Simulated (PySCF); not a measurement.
Structure problem from calculated spectra and properties.

Formula: C2H5FSi.

| Property | Result |
| --- | --- |
| UV, strongest line | among the 10 lowest singlet transitions: S2 at 7.11 eV (174 nm, f = 0.340) [TDDFT CAM-B3LYP/def2-SVPD] |
| 13C NMR | chemical shifts (computed TMS as zero) by class: 149.9 (1 C), 145.6 (1 C) ppm [GIAO PBE/pcSseg-2] |
| 1H NMR | chemical shifts (computed TMS as zero) by class: 6.85 (1 H), 6.62 (1 H), 6.42 (1 H), 5.40 (2 H) ppm [GIAO PBE/pcSseg-2] |
| Rotational structure | rotational constants A, B, C: 15.672, 3.175, 2.988 GHz [PBE0-D3(BJ)/def2-SVP] |
| XPS | Si2p3/2 107.9, C1s 290.6, C1s 291.1, F1s 692.1, Si1s 1847.8 eV [ΔSCF SCAN, pcX-2 on the ionised atom, pcseg-1 elsewhere, spin-free X2C, 2p3/2 from a spin–orbit splitting computed afterwards within the 2p shell] |
| UV, first state | lowest singlet excitation: 6.61 eV (188 nm, f = 0.007) [TDDFT CAM-B3LYP/def2-SVPD] |

Gas-phase values; electronic properties from PySCF, density fitting. Levels stand in brackets. One conformer (not necessarily the lowest) at the PBE0-D3(BJ)/def2-SVP geometry, without solvent, vibrations or thermal averaging. NMR classes are plain means over equivalent atoms (diastereotopic ones count apart unless rotation or inversion swaps them), as if these changed places fast.

Problem. Give a SMILES that accounts for the data.

Solution. Numbering: `[CH2:1]=[CH:2][SiH2:3][F:4]`. Its formula, C2H5FSi, gives 1 degree of unsaturation: 0 rings and 1 π bond in the structure found. 2 carbons fall into 2 classes; from least to most shielded: terminal =CH2 carbon [C1] (149.9 ppm), alkene CH carbon [C2] (145.6 ppm). Hydrogen classes from least to most shielded: 1 H on an alkene CH carbon, C2 (6.85 ppm), 1 H on a terminal =CH2 carbon, C1 (6.62 ppm), 1 H on a terminal =CH2 carbon, C1 (6.42 ppm), 2 H on a fluorine-bound silicon, Si3 (5.40 ppm). The core levels belong to: Si2p3/2 107.9 eV, fluorine-bound silicon [Si3]; C1s 290.6 eV, alkene CH carbon [C2]; C1s 291.1 eV, terminal =CH2 carbon [C1]; F1s 692.1 eV, silicon-bound fluorine [F4]; Si1s 1847.8 eV, fluorine-bound silicon [Si3]. The optimised geometry has point group C1 and is an asymmetric top. Structure: `C=C[SiH2]F`. Computed isomers that give other values at the same levels: `F[C@@H]1C[SiH2]1` (core binding energies: Si2p3/2 106.9, C1s 290.4, C1s 292.4, F1s 692.2, Si1s 1846.6 eV); `F[SiH]1CC1` (core binding energies: Si2p3/2 107.8, C1s 290.3 (×2), F1s 692.4, Si1s 1847.7 eV). The assignments are read from this structure; whether some other isomer fits the data as well wasn't checked.

The values belong to the conformer `[CH2:1]=[CH:2][SiH2:3][F:4]`: C1–C2–Si3–F4 115°.
